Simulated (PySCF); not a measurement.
From results back to the method.

Compound: C2H6BFN2.
Geometry (PBE0-D3(BJ)/def2-SVP, Å), atoms numbered from 1 in this order:
```xyz
12
C2H6BFN2 angstrom
C      1.8439    0.7613   -0.4299
C      0.7316    0.1008   -0.7537
F      0.6380   -0.4023   -2.0064
B     -0.5330   -0.2139    0.1499
N     -0.6628    0.3883    1.4215
N     -1.4717   -1.1182   -0.3854
H      1.9698    1.1675    0.5747
H      2.6542    0.9004   -1.1500
H     -0.0371    1.1071    1.7511
H     -1.4499    0.2293    2.0336
H     -2.3190   -1.4140    0.0764
H     -1.3212   -1.5331   -1.2940
```

The closed-shell ground state was solved 7 times with PySCF (density fitting, gas phase), always in the pcSseg-2 basis (300 functions), with these functionals: B3LYP, BP86, CAM-B3LYP, HF, LC-wPBE, mPW1PW91 and wB97X-D.

```tsv
row	total energy (Eh)	HOMO (eV)	LUMO (eV)	dipole (D)
P	-314.2249	-5.86	-1.28	2.32
Q	-314.1016	-8.53	0.84	2.36
R	-314.1271	-9.02	1.54	2.34
S	-314.1468	-7.14	-0.28	2.34
T	-312.4440	-9.90	2.59	2.38
U	-314.2406	-6.89	-0.50	2.34
V	-314.0311	-9.93	1.99	2.35
```

Question: Which functional belongs to which row?

Answer: P = BP86, Q = CAM-B3LYP, R = wB97X-D, S = mPW1PW91, T = HF, U = B3LYP, V = LC-wPBE. By rising HOMO–LUMO gap: BP86 (GGA) 4.58 eV; B3LYP (global hybrid, 20 % exact exchange) 6.39 eV; mPW1PW91 (global hybrid, 25 % exact exchange) 6.86 eV; CAM-B3LYP (range-separated hybrid) 9.37 eV; wB97X-D (range-separated hybrid) 10.56 eV; LC-wPBE (range-separated hybrid) 11.92 eV; HF (all exact exchange) 12.49 eV. Total energies of different functionals aren't bounds to one another; each is stationary for its own functional.

The pairwise dispersion term of wB97X-D wasn't added to the energies; at a given geometry it leaves orbitals and properties as they are.
